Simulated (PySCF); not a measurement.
**Distorted geometries of [Pb(CH3)]+**

[Pb(CH3)]+ (singlet). PySCF 2.14.0, RKS B3LYP, Pb def2-SVP with ECP60, C def2-SVP, H def2-SVP; non-relativistic Hamiltonian with scalar-relativistic core potentials where named; density fitting; no spin-orbit coupling. Relaxed geometry:

```xyz
5

Pb    0.0000    0.0000   -0.0458
C     0.0000    0.0000    2.2142
H    -1.0384    0.0000    2.5903
H     0.5192   -0.8993    2.5903
H     0.5192    0.8993    2.5903
```

Task: Order these distorted geometries by energy above the relaxed one, lowest first.
A.
```xyz
5

Pb    0.1859   -0.1593    0.0332
C    -0.0240    0.0381    2.3985
H    -1.2748   -0.0340    2.4798
H     0.4821   -0.8028    2.5938
H     0.6308    0.9581    2.4339
```
B.
```xyz
5

Pb   -0.0019    0.0416   -0.0394
C     0.0551    0.0079    2.2029
H    -1.0483   -0.0089    2.5901
H     0.5169   -0.8953    2.6010
H     0.4783    0.8547    2.5846
```
C.
```xyz
5

Pb    0.0768    0.0228   -0.1987
C     0.0692    0.2336    2.4852
H    -0.8239   -0.0881    2.5358
H     0.3146   -1.0175    2.6207
H     0.3633    0.8494    2.4963
```

Result: B (0.21 eV), A (1.03 eV), C (9.84 eV).

Task: Which forces (eV/Å) act in the one that lies 0.21 eV up?

Result: 
```
Pb   0.01 -0.02 -0.13
C   -3.47 -2.47 -0.57
H    1.48  0.02 -0.66
H    0.37 -0.33  0.10
H    1.62  2.80  1.27
```
Forces carry noise of the integration grid, about 0.01 to 0.03 eV/Å.
